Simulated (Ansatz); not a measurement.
A nudged elastic band was laid between two geometries of C3H6Si (10 atoms, charge 0, multiplicity 1).

The calculation used Ansatz 0.2.0, RKS PBE0/def2-SVP.

```json
{"movable images": "5", "climbing image": "yes", "spring": "20.0 eV/Å²", "optimiser": "quadratic models (default)", "start path": "IDPP", "force threshold": "0.05 eV/Å", "iteration limit": "60", "end points": "relaxed"}
```

First end point:

```xyz
10
Properties=species:S:1:pos:R:3
C -0.810 0.818 -1.082
C -0.072 -0.022 -0.109
C 0.142 -1.320 0.138
Si 1.008 -0.275 1.347
H -1.341 0.212 -1.833
H -1.543 1.455 -0.562
H -0.120 1.500 -1.604
H -0.168 -2.267 -0.313
H 0.505 -0.100 2.740
H 2.482 -0.053 1.281
```

Last end point:

```xyz
10
Properties=species:S:1:pos:R:3
C -0.836 0.810 -1.068
C -0.039 -0.013 -0.128
C 0.596 -1.190 -0.114
Si 0.757 -0.344 1.487
H -1.831 1.022 -0.648
H -0.351 1.786 -1.230
H -0.964 0.316 -2.045
H 0.759 -2.004 -0.828
H -0.032 -0.766 2.681
H 2.022 0.333 1.895
```

Question: What changes between the two ends?

Answer: No bond is made or broken. The dihedral H5–C1–C2–C3 goes from 0 to 122°. The two ends are copies of one structure, up to a mirror image or an exchange of like atoms.

Question: What energy profile does the band end with?

Answer: It converged. The highest image is number 3 of 0 to 6, 1.0 kcal/mol above the ends, which have the same energy within 2 meV. Another band between the same ends (5 images) ends at a top of the same energy, where a vibrational analysis finds 1 clearly imaginary mode.

```
image  path coordinate (Å)  energy (kcal/mol)  dihedral H5–C1–C2–C3 (°)
    0                 0.00                0.0                         0
    1                 0.56                0.2                        19
    2                 1.11                0.7                        39
    3                 1.67                1.0                        59
    4                 2.22                0.7                        80
    5                 2.78                0.2                       101
    6                 3.34                0.0                       122
```

Question: What is the geometry of the highest image?

Answer: 
```xyz
10
Properties=species:S:1:pos:R:3:forces:R:3
C -0.815 0.835 -1.069 0.00 -0.02 -0.03
C -0.045 -0.001 -0.113 0.01 0.02 0.04
C 0.475 -1.234 -0.064 -0.01 -0.01 -0.02
Si 0.806 -0.327 1.475 0.00 -0.01 -0.01
H -1.771 0.348 -1.323 0.00 0.00 0.00
H -1.035 1.834 -0.669 -0.01 0.02 0.00
H -0.256 0.957 -2.011 0.00 0.00 0.00
H 0.521 -2.099 -0.733 0.00 0.00 0.01
H 0.050 -0.606 2.730 0.00 0.00 0.00
H 2.152 0.241 1.778 0.00 0.00 0.00
```

The band took 3 iterations and of the order of 80 core-seconds.

Time of the run: 76 s on 1 thread of Intel(R) Xeon(R) Platinum 8259CL CPU @ 2.50GHz (Skylake/Cascade Lake), with other jobs on the host, peak memory 0.19 GiB.
